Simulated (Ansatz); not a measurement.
Geometry optimisation, RKS PBE0-D4/def2-SVPD (Ansatz 0.2.0).

Input:

```yaml
crystal:
  periodic: [false, false, false]
  atoms:
    - { symbol: C, position_ang: [-0.7587, 0.7121, -0.1686] }
    - { symbol: Ga, position_ang: [0.8346, -0.0498, 0.6213] }
    - { symbol: C, position_ang: [1.91091, 1.11615, 0.31286] }
    - { symbol: "N", position_ang: [2.46527, 2.12945, 0.4595] }
    - { symbol: H, position_ang: [-1.6156, 0.6138, 0.5472] }
    - { symbol: H, position_ang: [-0.3051, 1.7468, -0.0089] }
    - { symbol: H, position_ang: [-1.2108, 0.7411, -1.1987] }
    - { symbol: H, position_ang: [1.26558, -0.86486, 0.3307] }
basis:
  gaussian: { orbitals: def2-SVPD }
hamiltonian:
  xc: pbe0
  dispersion: d4
relax:
  f_tol: 0.015
  max_steps: 40
```

Launched with:

```bash
$ ansatz run input.yaml --threads 2 --pin off --max-ram 3072MiB --backend cpu --events-out ev --progress --plain --runs-dir out
```

Where does it end, and by what steps?

The run converged. The force dipped under the threshold on the way, but the program's further checks kept it going. After 30 steps the energy has fallen by 10.319 eV; H6 moved furthest, 0.95 Å. The start is strongly strained (largest force component 33 eV/Å).

| step | energy less start (eV) | largest force component (eV/Å) | accepted |
| --- | --- | --- | --- |
| 0 | 0.0000 | 33.084 | yes |
| 2 | -8.9945 | 4.482 | yes |
| 4 | -10.2203 | 0.483 | yes |
| 6 | -10.2947 | 0.803 | yes |
| 8 | -10.3043 | 0.127 | yes |
| 10 | -10.3130 | 0.014 | yes |
| 12 | -10.3132 | 0.087 | yes |
| 14 | -10.3140 | 0.017 | yes |
| 16 | -10.3149 | 0.067 | yes |
| 18 | -10.3153 | 0.206 | no |
| 20 | -10.3160 | 0.031 | yes |
| 22 | -10.3169 | 0.022 | yes |
| 24 | -10.3063 | 0.556 | no |
| 26 | -10.3156 | 0.185 | no |
| 28 | -10.3182 | 0.073 | yes |
| 30 | -10.3186 | 0.002 | yes |

```xyz
8
Properties=species:S:1:pos:R:3
C -0.951 0.826 -0.130
Ga 0.788 0.127 0.398
C 2.283 1.390 0.274
N 3.158 2.148 0.198
H -1.768 0.118 0.061
H -1.159 1.767 0.402
H -0.938 1.066 -1.205
H 1.173 -1.296 0.897
```

Time of the run: 2.1 min on 2 threads of Arm Neoverse V1 (shared host), peak memory 0.34 GiB.
